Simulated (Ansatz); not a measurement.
Reaction (formal exchange of groups at the Si–Cl bond): `C[Si](N)(N)Cl` + CH₄ → `C[Si](C)(N)N` + HCl

Gas-phase electronic energies from Ansatz, PBE0-D4/def2-TZVP geometries. CCSD(T)/CBS adds triple-zeta CCSD(T) − MP2 to the extrapolated MP2 energy (def2 sets, frozen cores). This one scheme is used for every species. DFT in def2-TZVPP. One conformer a species, not always the lowest.

`C[Si](N)(N)Cl`:

```xyz
12

C    -0.253    1.531   -0.378
Si    0.037   -0.297   -0.234
N     1.516   -0.840    0.410
N    -1.196   -0.942    0.747
Cl    0.082   -1.015   -2.190
H     0.505    1.986   -1.019
H    -0.204    2.006    0.606
H    -1.232    1.745   -0.816
H     2.325   -0.972   -0.172
H     1.748   -0.702    1.379
H    -1.196   -1.925    0.968
H    -2.132   -0.575    0.700
```

CH₄:

Z-matrix (Å, degrees):
```
C
H 1 1.090
H 1 1.090 2 109.5
H 1 1.090 2 109.5 3 -120.0
H 1 1.090 2 109.5 3 120.0
```

`C[Si](C)(N)N`:

```xyz
15

C     1.196    0.424    1.221
Si   -0.135    0.140   -0.065
C    -0.032   -1.632   -0.660
N     0.117    1.356   -1.255
N    -1.758    0.347    0.465
H     1.102   -0.296    2.039
H     2.198    0.309    0.796
H     1.125    1.428    1.647
H     0.970   -1.854   -1.038
H    -0.244   -2.341    0.146
H    -0.745   -1.818   -1.468
H    -0.499    1.432   -2.047
H     1.045    1.676   -1.477
H    -2.076    1.239    0.807
H    -2.264   -0.412    0.889
```

HCl:

Z-matrix (Å, degrees):
```
Cl
H 1 1.279
```

```tsv
species	RPA@PBE/def2-TZVPP energy (Eh)
`C[Si](N)(N)Cl`	-900.96134
CH₄	-40.56347
`C[Si](C)(N)N`	-481.04722
HCl	-460.43307
```

Problem. Work out ΔE.

Solution. ΔE = (-481.04722) + (-460.43307) − (-900.96134) − (-40.56347) = 0.04452 Eh = +116.9 kJ/mol. CCSD(T)/CBS gives +125.5 kJ/mol.

Largest T1 diagnostic among the species: 0.009.

Leaving LDA and LC-ωPBE aside and taking each functional with its dispersion term where it has one, the values, not all of them listed here, spread over 8.5 kJ/mol, from revPBE-D4 to BHLYP-D4. LDA lies −3.6 kJ/mol from PBE without D4. In def2-TZVPP, CCSD(T) changes the Hartree–Fock value by −14.7 kJ/mol (the triples alone add −0.5 kJ/mol) and MP2 by −8.9 kJ/mol.
